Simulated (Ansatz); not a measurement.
Program: Ansatz. Geometries: PBE0-D4/def2-TZVP. ΔE: electronic, gas phase. CCSD(T)/CBS is the MP2 limit (def2-TZVPP, def2-QZVPP) plus CCSD(T) − MP2 in def2-TZVPP, frozen cores. This one scheme is used for every species. DFT in def2-TZVPP. Each species was taken in one conformer, which may not be the lowest.

Reaction (formal exchange of groups at a C–Si bond): `C[SiH2][SiH2]Cl` + `CC(C)CCl` → `CC(C)C(C)Cl` + `[SiH3][SiH2]Cl`

(1) Is it downhill or uphill in electronic energy at CCSD(T)/CBS, and by how much? (Best estimate.)

(2) What do these levels give: PBE0-D4, BLYP, CAM-B3LYP, CCSD/def2-TZVPP, CCSD(T)/def2-TZVPP, MP2/def2-QZVPP? (An estimate is asked.)

Largest T1 diagnostic among the species: 0.011.

## Answers

(1) Ansatz gave: Uphill: ΔE = +0.34 eV.

(2) The calculation gave: PBE0-D4 0.38, BLYP 0.43, CAM-B3LYP 0.38, CCSD/def2-TZVPP 0.34, CCSD(T)/def2-TZVPP 0.33, MP2/def2-QZVPP 0.34 eV.

Leaving LDA and LC-ωPBE aside and taking each functional with its dispersion term where it has one, the values, not all of them listed here, spread over 0.04 eV, from ωB97X-V to HSE06-D4. LDA lies −0.11 eV from PBE without D4. In def2-TZVPP, CCSD(T) changes the Hartree–Fock value by −0.07 eV (the triples alone add −0.01 eV) and MP2 by −0.06 eV. The D4 term adds −0.04 eV with B3LYP and −0.02 eV with PBE0; it sums over pairs of atoms, weighted by their polarisabilities, and B3LYP, whose exchange is more repulsive, gets the larger term.

B3LYP here is the variant with VWN-RPA as its local correlation; programs differ in this.
